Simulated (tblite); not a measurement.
C6H7BrN2O.
Bonds: C1–C2, C2–O3 (double), C2–C4, C4–C5 (aromatic), C5–N6 (aromatic), N6–N7 (aromatic), N7–C8, N7–C9 (aromatic), C9–Br10, C4–C9 (aromatic). Hydrogens: H11, H12, H13 on C1; H14 on C5; H15, H16, H17 on C8.

Computed with GFN2-xTB (tblite), gas phase: L-BFGS steps from a force-field or distance-geometry start until the largest atomic force falls under 0.01 eV/Å.

Step 0: E = -827.0787 eV
```
atom  x, y, z in Å  |  force x, y, z in eV/Å
C1     -2.9271   -0.2507   -0.6502   -0.783   0.117  -0.029
C2     -1.8702   -0.5084    0.3731   -0.427  -1.033   2.021
O3     -2.1605   -1.0483    1.4528    0.690   0.872  -1.619
C4     -0.4997   -0.1121    0.0531   -0.179  -0.057  -0.021
C5     -0.0272    0.4946   -1.1171    0.262   0.698  -1.496
N6      1.2822    0.7298   -1.1137   -1.230  -0.891   1.545
N7      1.6762    0.2677    0.0878    0.401  -0.127   0.391
C8      3.0716    0.3535    0.4765   -0.532  -0.157   0.042
C9      0.6499   -0.2554    0.8281    0.590   0.320  -0.331
Br10    0.8005   -1.0036    2.5773    0.174   0.406  -0.853
H11    -3.0098    0.8230   -0.8504    0.142  -0.243  -0.109
H12    -2.7150   -0.7953   -1.5689    0.058   0.162  -0.008
H13    -3.9076   -0.5921   -0.2609    0.588   0.124  -0.152
H14    -0.5824    0.7860   -2.0073    0.123  -0.173   0.467
H15     3.1382    0.9673    1.3777    0.181  -0.139  -0.003
H16     3.4352   -0.6614    0.6641    0.133   0.210   0.093
H17     3.6388    0.8172   -0.3317   -0.193  -0.088   0.061
```

Problem. Estimate the geometry and energy of step 1. (The exact step hangs on the optimiser's Hessian estimate; all steps are aligned on step 0, rigid shifts and turns removed.)

Solution. E = -827.1651 eV, largest force 2.470 eV/Å
```
atom  x, y, z in Å  |  force x, y, z in eV/Å
C1     -2.9383   -0.2490   -0.6506    0.010  -0.007   0.043
C2     -1.8763   -0.5231    0.4020    0.471   1.018  -2.104
O3     -2.1507   -1.0359    1.4296   -0.361  -1.052   2.205
C4     -0.5023   -0.1130    0.0528    0.178   0.168  -0.380
C5     -0.0234    0.5046   -1.1385   -0.450  -0.292   0.447
N6      1.2646    0.7171   -1.0916    0.201  -0.147   0.445
N7      1.6819    0.2659    0.0933   -0.112  -0.179   0.317
C8      3.0640    0.3513    0.4771   -0.095  -0.019   0.023
C9      0.6584   -0.2508    0.8234   -0.167   0.133  -0.254
Br10    0.8030   -0.9977    2.5651    0.190   0.330  -0.672
H11    -3.0078    0.8196   -0.8520    0.110  -0.099  -0.091
H12    -2.7141   -0.7929   -1.5690    0.034   0.166   0.067
H13    -3.8992   -0.5903   -0.2631    0.099   0.004  -0.035
H14    -0.5806    0.7835   -2.0006   -0.157   0.074  -0.211
H15     3.1408    0.9653    1.3777    0.152  -0.122   0.009
H16     3.4371   -0.6584    0.6654    0.127   0.133   0.096
H17     3.6360    0.8159   -0.3308   -0.231  -0.109   0.095
```

The energy changes by -0.0864 eV. The first-order estimate −F·Δx gives -0.2918 eV and the mean of the old and new forces, exact on a quadratic surface, -0.0772 eV. The step makes an angle of 0° with the force vector and moves no atom by more than 0.033 Å.

What follows is the cost of the whole relaxation. The run took 0.33 s wall on an Arm Neoverse N1 with one thread, shared host with 64 logical CPUs at a one-minute load of 64.
